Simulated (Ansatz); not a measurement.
`C/C=C\[NH][AlH2]` and `C/C=C/N` differ in one atom or group (the configuration at the double bond changes too).

Ansatz, PBE0-D4/def2-TZVP geometries, multiplicity 1. Each molecule was computed in one conformer, which needn't be the lowest.

```csv
property,`C/C=C\[NH][AlH2]`
HOMO–LUMO gap (ωB97M-V/def2-TZVPP) / eV,8.58
LUMO energy (PBE/def2-TZVPP) / eV,-1.79
LUMO energy (B3LYP/def2-TZVPP) / eV,-1.24
HOMO energy (ωB97M-V/def2-TZVPP) / eV,-8.03
size of the dipole moment (PBE/def2-TZVPP) / D,0.67
HOMO energy (B3LYP/def2-TZVPP) / eV,-5.70
```

(1) What does the change do to each property? (Estimate.)

## Answers

(1) Ansatz gave: 
| property | `C/C=C/N` | shift |
| --- | --- | --- |
| HOMO–LUMO gap (ωB97M-V/def2-TZVPP) / eV | 10.57 | 1.99 |
| LUMO energy (PBE/def2-TZVPP) / eV | 0.20 | 1.99 |
| LUMO energy (B3LYP/def2-TZVPP) / eV | 0.84 | 2.08 |
| HOMO energy (ωB97M-V/def2-TZVPP) / eV | -7.92 | 0.11 |
| size of the dipole moment (PBE/def2-TZVPP) / D | 1.35 | 0.68 |
| HOMO energy (B3LYP/def2-TZVPP) / eV | -5.52 | 0.18 |

With PBE0 the HOMO rises by 0.18 eV and the LUMO rises by 2.21 eV, so the gap widens by about 2.03 eV. PBE moves the HOMO by 0.33 eV and ωB97M-V by 0.11 eV. Dipoles are sizes alone; their direction can turn.

B3LYP here is the variant with VWN-RPA as its local correlation; programs differ in this.
